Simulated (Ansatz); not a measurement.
A run for Ansatz (a first-principles code): R-wB97M-V/def2-TZVPPD on HBr (SMILES Br) with ghost functions, monomers drawn apart or pushed together. Files ending in .json are basis or fitting sets from the Basis Set Exchange.

Ansatz 0.2 input:
```yaml
crystal:
  periodic: [false, false, false]
  atoms:
    - {symbol: Br, position_ang: [0.14186143, -0.29783442, 4.06692437]}
    - {symbol: H, position_ang: [0.21984327, -0.58054395, 2.66683155]}
basis:
  gaussian:
    orbitals: def2-TZVPPD.json
    ghost_atoms:
      - {symbol: Cl, position_ang: [0.53481538, -0.46597293, -0.22561594]}
      - {symbol: H, position_ang: [0.80026747, 0.78567606, -0.12357310]}
hamiltonian:
  xc: {name: wB97M-V}
scf: {lower_state_search: off}
```

The log:

```
WARN ansatz: RAYON_NUM_THREADS=2 ignored (pool sized by the plan → 2); use --threads N
Functional definition: wB97M-V
these checks for a lower state are left out or cut short: stability, starts, cluster_reference, orbital_swaps, neighbouring_geometries, increment
integrals: 0.08 GiB planned
883 factors; their error is unknown
integrals: 0.11 GiB planned
179 factors; integrals over basis functions are off by at most 1.1e-4 eV
mean field: 0.61 GiB planned
mean field evaluation 1: about -70058.2576 eV, gradient 8.3e0 eV
mean field evaluation 2: about -70058.4607 eV, gradient 4.3e0 eV
mean field evaluation 4: about -70058.5101 eV, gradient 3.2e-1 eV
mean field evaluation 8: about -70058.7002 eV, gradient 3.1e-2 eV
mean field evaluation 16: about -70058.7002 eV, gradient 2.2e-6 eV
mean field -70058.70016582 eV, -2574.6097436014 hartree, gradient 2.2e-6 eV, S^2 0.000000; 0 other end points of the search recorded, 0 dependent functions left out
reference -70058.70021685 eV, -2574.6097454767 hartree; 18, 18 occupied and 124, 124 virtual orbitals, 883 factors
Total energy: -70058.70021685 eV, -2574.6097454767 hartree
Checks for a lower state left out: stability, starts, cluster_reference, orbital_swaps, neighbouring_geometries, increment
```

The run converged.

Cost: around 5 core-seconds (rough).
